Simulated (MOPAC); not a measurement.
MOPAC input (PM3):

```
PM3 1SCF UHF MS=0.5 GEO-OK AUX(PRECISION=9) THREADS=1
H7OSi3

O     0.02888100 1    1.83339100 1   -0.77095300 1
Si   -0.16658900 1    0.54991000 1    0.27893500 1
Si    1.95201300 1   -0.37248700 1    0.65520800 1
Si   -1.79728700 1   -0.97875700 1   -0.44888100 1
H    -0.76222900 1    2.23761200 1   -1.13893000 1
H     1.76742000 1   -1.53096600 1    1.56378400 1
H     2.60644600 1   -0.84195700 1   -0.59306600 1
H     2.84066500 1    0.61689100 1    1.31006700 1
H    -3.08549400 1   -0.26586800 1   -0.64791300 1
H    -1.45458100 1   -1.65884400 1   -1.72607000 1
H    -1.97718900 1   -2.00532000 1    0.60608100 1
```

Output:

```
 *******************************************************************************
 **                                                                           **
 **                              MOPAC v23.2.5                                **
 **                                                                           **
 *******************************************************************************
 ** MOPAC's Digital Object Identifier: https://doi.org/10.5281/zenodo.6511958 **
 **                                                                           **
 ** Please cite the open-source release paper for use of this MOPAC version:  **
 ** J. E. Moussa and J. J. P. Stewart (2026)                                  **
 ** MOPAC: An open-source semiempirical molecular orbital program             **
 ** J. Open Source Softw., 11(119), 8025, https://doi.org/10.21105/joss.08025 **
 *******************************************************************************

                              PM3 CALCULATION RESULTS

 *******************************************************************************
 *  PM3        - The PM3 Hamiltonian to be used
 *  GEO-OK     - OVERRIDE INTERATOMIC DISTANCE AND OTHER SAFETY CHECKS
 *  UHF        - UNRESTRICTED HARTREE-FOCK CALCULATION
 *  MS=        - IN MECI, MAGNETIC COMPONENT OF SPIN =  0.5
 *  1SCF       - DO 1 SCF AND THEN STOP
 *  AUX        - OUTPUT AUXILIARY INFORMATION
 *******************************************************************************
PM3 1SCF UHF MS=0.5 GEO-OK AUX(PRECISION=9) THREADS=1
 H7OSi3

   ATOM   CHEMICAL          X               Y               Z
  NUMBER   SYMBOL      (ANGSTROMS)     (ANGSTROMS)     (ANGSTROMS)

     1       O          0.02888100  *   1.83339100  *  -0.77095300  *
     2      Si         -0.16658900  *   0.54991000  *   0.27893500  *
     3      Si          1.95201300  *  -0.37248700  *   0.65520800  *
     4      Si         -1.79728700  *  -0.97875700  *  -0.44888100  *
     5       H         -0.76222900  *   2.23761200  *  -1.13893000  *
     6       H          1.76742000  *  -1.53096600  *   1.56378400  *
     7       H          2.60644600  *  -0.84195700  *  -0.59306600  *
     8       H          2.84066500  *   0.61689100  *   1.31006700  *
     9       H         -3.08549400  *  -0.26586800  *  -0.64791300  *
    10       H         -1.45458100  *  -1.65884400  *  -1.72607000  *
    11       H         -1.97718900  *  -2.00532000  *   0.60608100  *

          CARTESIAN COORDINATES

    NO.       ATOM           X           Y           Z

     1         O          0.0289      1.8334     -0.7710
     2        Si         -0.1666      0.5499      0.2789
     3        Si          1.9520     -0.3725      0.6552
     4        Si         -1.7973     -0.9788     -0.4489
     5         H         -0.7622      2.2376     -1.1389
     6         H          1.7674     -1.5310      1.5638
     7         H          2.6064     -0.8420     -0.5931
     8         H          2.8407      0.6169      1.3101
     9         H         -3.0855     -0.2659     -0.6479
    10         H         -1.4546     -1.6588     -1.7261
    11         H         -1.9772     -2.0053      0.6061

  H: (PM3): J. J. P. STEWART, J. COMP. CHEM. 10, 209 (1989).
  O: (PM3): J. J. P. STEWART, J. COMP. CHEM. 10, 209 (1989).
 Si: (PM3): J. J. P. STEWART, J. COMP. CHEM. 10, 209 (1989).

           Empirical Formula: H7 O Si3  =    11 atoms

      MOLECULAR POINT GROUP   :   C1

          UHF CALCULATION, NO. OF ALPHA ELECTRONS =   13
                           NO. OF BETA  ELECTRONS =   12

 -------------------------------------------------------------------------------
 PM3 1SCF UHF MS=0.5 GEO-OK AUX(PRECISION=9) THREADS=1
 H7OSi3

     1SCF WAS SPECIFIED, SO BFGS WAS NOT USED
     SCF FIELD WAS ACHIEVED

                              PM3 CALCULATION
                                                       MOPAC v23.2.5 Linux

          FINAL HEAT OF FORMATION =        -36.20123 KCAL/MOL =    -151.46595 KJ/MOL

          COSMO AREA              =        159.06 SQUARE ANGSTROMS
          COSMO VOLUME            =        161.14 CUBIC ANGSTROMS

          IONIZATION POTENTIAL    =          7.529059 EV
          ALPHA SOMO LUMO (EV)    =         -7.529 -1.420
          BETA  SOMO LUMO (EV)    =         -8.984 -1.993
          NO. OF ALPHA ELECTRONS  =         13
          NO. OF BETA  ELECTRONS  =         12
          MOLECULAR WEIGHT        =        107.3112         POINT GROUP:  C1

          MOLECULAR DIMENSIONS (Angstroms)

            Atom       Atom       Distance
            H     9    H     8     6.30336
            H    11    H     5     4.59315
            H     7   Si     2     2.27976

          SCF CALCULATIONS        =          1

   ATOM   CHEMICAL          X               Y               Z
  NUMBER   SYMBOL      (ANGSTROMS)     (ANGSTROMS)     (ANGSTROMS)

     1       O          0.02888100  *   1.83339100  *  -0.77095300  *
     2      Si         -0.16658900  *   0.54991000  *   0.27893500  *
     3      Si          1.95201300  *  -0.37248700  *   0.65520800  *
     4      Si         -1.79728700  *  -0.97875700  *  -0.44888100  *
     5       H         -0.76222900  *   2.23761200  *  -1.13893000  *
     6       H          1.76742000  *  -1.53096600  *   1.56378400  *
     7       H          2.60644600  *  -0.84195700  *  -0.59306600  *
     8       H          2.84066500  *   0.61689100  *   1.31006700  *
     9       H         -3.08549400  *  -0.26586800  *  -0.64791300  *
    10       H         -1.45458100  *  -1.65884400  *  -1.72607000  *
    11       H         -1.97718900  *  -2.00532000  *   0.60608100  *

                             CARTESIAN COORDINATES

   1    O        0.028881000     1.833391000    -0.770953000
   2   Si       -0.166589000     0.549910000     0.278935000
   3   Si        1.952013000    -0.372487000     0.655208000
   4   Si       -1.797287000    -0.978757000    -0.448881000
   5    H       -0.762229000     2.237612000    -1.138930000
   6    H        1.767420000    -1.530966000     1.563784000
   7    H        2.606446000    -0.841957000    -0.593066000
   8    H        2.840665000     0.616891000     1.310067000
   9    H       -3.085494000    -0.265868000    -0.647913000
  10    H       -1.454581000    -1.658844000    -1.726070000
  11    H       -1.977189000    -2.005320000     0.606081000

           Empirical Formula: H7 O Si3  =    11 atoms

      MOLECULAR POINT GROUP   :   C1

          ALPHA EIGENVALUES
 -36.07740 -17.52133 -16.47946 -16.06312 -14.26348 -13.44273 -12.59906 -12.03145
 -11.79901 -11.58508 -10.86468  -9.22327  -7.52906  -1.41989  -1.02097   0.85145
   1.14510   1.37017   1.99314   2.07701   2.21614   2.31275   4.86748

           BETA EIGENVALUES
 -36.04165 -17.46381 -16.39560 -15.98837 -14.08024 -12.92091 -12.39025 -11.76397
 -11.61001 -11.57122 -10.64081  -8.98422  -1.99323  -0.83706  -0.48214   1.10253
   1.30647   1.46832   2.16111   2.18851   2.26735   2.46844   4.90043

              NET ATOMIC CHARGES AND DIPOLE CONTRIBUTIONS

  ATOM NO.   TYPE          CHARGE      No. of ELECS.   s-Pop       p-Pop
    1          O          -0.445440        6.4454     1.75544     4.69000
    2         Si           0.337234        3.6628     1.27984     2.38292
    3         Si           0.305346        3.6947     0.97464     2.72001
    4         Si           0.246559        3.7534     1.00091     2.75254
    5          H           0.206290        0.7937     0.79371
    6          H          -0.103409        1.1034     1.10341
    7          H          -0.106890        1.1069     1.10689
    8          H          -0.104189        1.1042     1.10419
    9          H          -0.118801        1.1188     1.11880
   10          H          -0.113100        1.1131     1.11310
   11          H          -0.103601        1.1036     1.10360
 DIPOLE           X         Y         Z       TOTAL
 POINT-CHG.    -0.455     0.415     1.280     1.421
 HYBRID        -0.261    -0.086    -1.740     1.762
 SUM           -0.717     0.329    -0.460     0.913

          ATOMIC ORBITAL ELECTRON POPULATIONS

     Atom    s        px        py        pz
    1  O   1.75544   1.44865   1.58440   1.65695
    2 Si   1.27984   0.90594   0.71228   0.76469
    3 Si   0.97464   0.93617   0.89532   0.88852
    4 Si   1.00091   0.93773   0.93192   0.88289
    5  H   0.79371
    6  H   1.10341
    7  H   1.10689
    8  H   1.10419
    9  H   1.11880
   10  H   1.11310
   11  H   1.10360

                    (SZ)    =    0.500000
                    (S**2)  =    0.758134

          ATOMIC ORBITAL SPIN POPULATIONS

    Atom   Total    s     px     py     pz
         Atomic
    1  O  0.0638 -0.001  0.008 -0.020  0.076
    2 Si  0.7886  0.217  0.109  0.062  0.402
    3 Si  0.0092  0.005  0.017  0.004 -0.017
    4 Si  0.0538  0.018  0.025  0.021 -0.009
    5  H -0.0012 -0.001
    6  H -0.0018 -0.002
    7  H  0.0478  0.048
    8  H -0.0019 -0.002
    9  H -0.0057 -0.006
   10  H  0.0517  0.052
   11  H -0.0043 -0.004

 **********************
 *                    *
 * JOB ENDED NORMALLY *
 *                    *
 **********************

 == MOPAC DONE ==
```

The geometry given is a B3LYP-D3(BJ)/def2-TZVP minimum.
